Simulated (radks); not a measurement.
Results of a calculation; reference values are marked as such.
Task: Coherent X-ray form factor from a spherical all-electron density. Level of theory: Dirac Kohn-Sham, Slater X-alpha with alpha = 0.762, spin-unpolarised, spherical densities, finite nucleus; Fermi nuclear charge, rms radius of each element as measured or else 0.836 A^(1/3) + 0.57 fm (a radial shooting solver on a logarithmic mesh with Libxc functionals).

sin(theta)/lambda (1/angstrom)  f0 (electrons)
0.05                                    44.364
0.1                                     42.610
0.15                                    40.104
0.2                                     37.255
0.25                                    34.382
0.3                                     31.683
0.4                                     27.136
0.5                                     23.748
0.6                                     21.257
0.8                                     17.732
1                                       14.917
1.25                                    11.807
1.5                                      9.329
2                                        6.479

The species is in the configuration that NIST lists as its ground one. Which atom or ion scatters so?

Result: The palladium ion Pd+, [Kr] 4d9. Extrapolating in s^2 from the first two rows gives f0(0) = 44.9, near the electron count 45; among species with that count, the fall with angle is slower the higher Z, and the table is that of Z = 46; from so few rows the species is fixed only to a neighbour or two.
